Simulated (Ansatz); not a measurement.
`O[BH][GaH][GeH3]` + `[GaH3]` → `O[BH][GaH2]` + `[GaH2][GeH3]`  (formal exchange of groups at a B–Ga bond)

Isolated molecules relaxed with PBE0-D4/def2-TZVP in Ansatz; ΔE leaves out vibrations. CCSD(T)/CBS adds triple-zeta CCSD(T) − MP2 to the extrapolated MP2 energy (def2 sets, frozen cores). Functionals use def2-TZVPP. For Ga, Ge outer-core shells are correlated without core-valence functions, which leaves a few kJ/mol of doubt a bond. Scalar relativity is left out up to krypton. One conformer a species, not always the lowest.

`O[BH][GaH][GeH3]`:

Cartesian coordinates in Å:
```
O -2.043 -0.838 -1.558
B -0.881 -1.306 -1.046
Ga 0.678 0.046 -0.659
Ge 0.923 1.217 1.487
H -2.712 -1.518 -1.687
H -0.788 -2.486 -0.804
H 1.827 0.363 -1.695
H -0.167 0.873 2.522
H 0.881 2.748 1.290
H 2.281 0.902 2.150
```

`[GaH3]`:

Z-matrix (Å, degrees):
```
Ga
H 1 1.568
H 1 1.568 2 120.0
H 1 1.568 2 120.0 3 -179.9
```

`O[BH][GaH2]`:

```xyz
7

O     1.041    0.473    1.278
B     0.558   -0.365    0.330
Ga   -1.051    0.260   -0.867
H     1.776    0.108    1.780
H     1.076   -1.451    0.208
H    -2.555   -0.021   -0.481
H    -0.845    0.996   -2.248
```

`[GaH2][GeH3]`:

```xyz
7

Ga   -0.877   -0.432    1.020
Ge    0.662    0.303   -0.731
H    -1.331    0.566    2.146
H    -1.449   -1.896    1.022
H     1.456   -0.858   -1.359
H    -0.137    0.970   -1.871
H     1.676    1.347   -0.227
```

```csv
species,CAM-B3LYP-D4 energy (Eh)
`O[BH][GaH][GeH3]`,-4105.80248
`[GaH3]`,-1926.73920
`O[BH][GaH2]`,-2027.46053
`[GaH2][GeH3]`,-4005.07981
```

Q: Work out ΔE.

A: ΔE = (-2027.46053) + (-4005.07981) − (-4105.80248) − (-1926.73920) = 0.00134 Eh = +3.5 kJ/mol. CCSD(T)/CBS gives +4.0 kJ/mol.

Largest T1 diagnostic among the species: 0.014.

Leaving LDA and LC-ωPBE aside and taking each functional with its dispersion term where it has one, the values, not all of them listed here, spread over 1.3 kJ/mol, from ωB97X-V to BLYP-D4.
